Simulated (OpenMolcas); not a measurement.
# Kr6+: effect of the IPEA shift

```yaml
Program: OpenMolcas 26.06
Basis: ANO-RCC-VQZP [7s6p4d2f1g]
Scalar_Hamiltonian: DKH2, point nucleus
Active_space: 2 electrons in 9 orbitals (RAS2 4s 4p; RAS3 4d, at most 2 electrons)
State_averaging: 2S+1 = 3 even, 3 roots; 2S+1 = 1 even, 7 roots; 2S+1 = 3 odd, 3 roots; 2S+1 = 1 odd, 3 roots
Spin-orbit_coupling: RASSI with atomic mean-field integrals over the reference wave functions, term energies averaged over their components
```

Methods on the same reference wave functions:
A. RASSCF
B. MS-RASPT2, IPEA 0 Eh, imaginary shift 0.1 Eh (closed shells correlated: 3d)
C. MS-RASPT2, IPEA 0.25 Eh, imaginary shift 0.1 Eh (closed shells correlated: 3d)

Energies in cm-1 above 4s2 1S0, the measured ground level; measured values from Saloman, J. Phys. Chem. Ref. Data 36, 215 (2007).

```csv
Level,A,B,C,Measured
4s2 1S0,0.0,0.0,0.0,0.0
4s 4p 3P* 0,113953,115568,115566,117390
4s 4p 3P* 1,116424,118025,118024,120095
4s 4p 3P* 2,122091,123706,123704,126553
4s 4p 1P* 1,173307,171874,171906,170835
4p2 3P0,273396,274299,274343,274932
4p2 1D2 [73 %],276124,277804,277822,279715
4p2 3P1,277128,278113,278157,279414
4p2 3P2 [73 %],284338,285557,285591,288190
```

Deviations, from unrounded energies. A percentage is the sum of absolute deviations over the sum of measured energies, with the sign that they share, or ± where signs differ.

```tsv
Against measurement	Levels	A	B	C
mean absolute deviation (cm-1)	8	3200	1800	1800
other configurations (%)	8	±1.5	±0.9	±0.9
```

B, C lie about equally close to measurement and A furthest from it. The largest miss of C in the table is 4s 4p 3P* 2, by -2800 cm-1. The ranking rests on the paired levels alone, and a cruder setting can come out closer through cancelling errors.

Between B and C the level of the table that moves most is 4p2 3P0, by 44 cm-1 (lowest in B, highest in C).

The lowest spin-free term lies below A's lowest term by 0.082 hartree in B, 0.082 hartree in C.

Active for correlation alone: 4d; no level in the range computed is led by a configuration that fills it, so any true level of that kind is missing. Some terms mix strongly with configurations of 4d, whose occupation reaches 0.16 (4p2 1D). Measured partners are found by configuration, term and J. A level has none where our copy of the source lacks it or the pairing is in doubt (some pairs that miss far off the trend of their configuration count as doubtful), and it then counts in no deviation. Levels of configurations outside the active space are missing. Levels that lie high or do not pair safely by name in every column are left out.

A share in square brackets marks a mixed level and gives the weight of the term that names it, the lowest over the columns. * marks odd parity.
